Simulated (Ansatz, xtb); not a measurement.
# Ligand exchange: CH2BrCl + HCl → CH2Cl2 + HBr

Species: CH2BrCl (bromochloromethane) `ClCBr`, singlet; HCl (hydrogen chloride), singlet; CH2Cl2 (dichloromethane) `ClCCl`, singlet; HBr (hydrogen bromide), singlet. The partners trade Br for Cl: C–Br and H–Cl bonds give way to C–Cl and H–Br.

Shapes, held fixed at every level: PBE0-D4/def2-TZVP. Programs: Ansatz 0.2.0, xtb 6.7.1. The zero-point and thermal change to 298 K, harmonic and unscaled (PBE0-D4/def2-TZVP), is -0.8 kJ/mol.

**The experiment to reproduce.** Tabulated heats of formation (Active Thermochemical Tables): CH2BrCl -44.7; HCl -92.2; CH2Cl2 -94.7; HBr -35.9 kJ/mol, which give ΔH(298 K) = +6.3 kJ/mol.

| level | kind | ΔH (kJ/mol) | computed − measured |
| --- | --- | --- | --- |
| GFN0-xTB | semi-empirical | -8.3 | -14.7 |
| HF/def2-TZVPP | Hartree–Fock | +2.3 | -4.0 |
| r2SCAN-D4/def2-TZVPP | meta-GGA | +4.4 | -2.0 |
| PBE0-D4/def2-TZVPP | global hybrid | +4.4 | -1.9 |
| wB97X-V/def2-TZVPP | range-separated hybrid | +3.6 | -2.7 |
| MP2/def2-SVP | perturbation theory | +2.3 | -4.0 |
| MP2/def2-TZVPP | perturbation theory | +9.5 | +3.2 |
| CCSD/def2-SVP | coupled cluster or CI | -0.4 | -6.7 |
| CCSD(T)/def2-TZVPP | coupled cluster or CI | +7.7 | +1.4 |

Nearest: CCSD(T)/def2-TZVPP (+1.4); farthest: GFN0-xTB (-14.7). 8 of 9 levels lie within 10 kJ/mol. Relativity is left out for Br. Outer-core shells of Br are correlated, in sets that cover them unevenly.
